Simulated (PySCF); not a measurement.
## Electron correlation in Ne³⁺ (neon, charge +3)

[He] 2s2 2p3, high-spin 4S determinant. All numbers are calculated (PySCF 2.14, scalar relativity by spin-free X2C-1e, in aug-cc-pCVTZ-DK with one added diffuse shell each of s, p, d, f type (8s7p5d3f, 75 functions)). Frozen: nothing; 7 electrons correlated.

MP2 pair energies summed by pair of shells (mhartree):

| pair | energy | share (%) |
| --- | --- | --- |
| 2s-2p | -71.50 | 44.2 |
| 1s-1s | -34.87 | 21.5 |
| 2p-2p | -24.72 | 15.3 |
| 1s-2p | -13.59 | 8.4 |
| 2s-2s | -10.63 | 6.6 |
| 1s-2s | -6.55 | 4.0 |

Total MP2 correlation energy: -161.85 mhartree.

Same-spin part -38.15 and opposite-spin part -123.70 mhartree; SCS-MP2 scales them by 1/3 and 6/5 to -161.16 mhartree.
